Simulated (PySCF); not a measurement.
# Niobium: a sound run and one with changed settings

Sound run: Nb⁺ [Kr] 4d4, Nb²⁺ [Kr] 4d3. Calculation: PySCF 2.14, in x2c-SVPall; the spin-free X2C one-electron Hamiltonian (Gaussian nucleus). In the sound run the correlated levels freeze [Kr]. The sound run starts from symmetry-adapted Hartree-Fock orbitals and uses a fine grid where one is needed.

Changed run: initial guess atom, at most 50 SCF cycles.

```tsv
species	method	sound run (hartree)	changed run (hartree)	converged
Nb⁺	UHF	-3816.66672	-3816.66355	yes
Nb⁺	TPSS	-3818.58968	-3818.59048	yes
Nb⁺	M06-L	-3818.60911	-3818.60911	yes
Nb²⁺	UHF	-3816.18599	-3816.18599	yes
Nb²⁺	TPSS	-3818.06494	-3818.06494	yes
Nb²⁺	M06-L	-3818.09839	-3818.09839	yes
Nb²⁺	MP2	-3816.19757	-3816.19757	yes
```

Ionisation energy of Nb⁺:

```tsv
method	sound run (eV)	changed run (eV)
TPSS	14.279	14.301
M06-L	13.897	13.897
```

The plain start fixes occupations by D2h representation alone, and Nb⁺ at UHF landed in another state (other ⟨L²⟩ or ⟨S²⟩). 

For comparison, NIST gives 14.32 eV between the lowest levels.
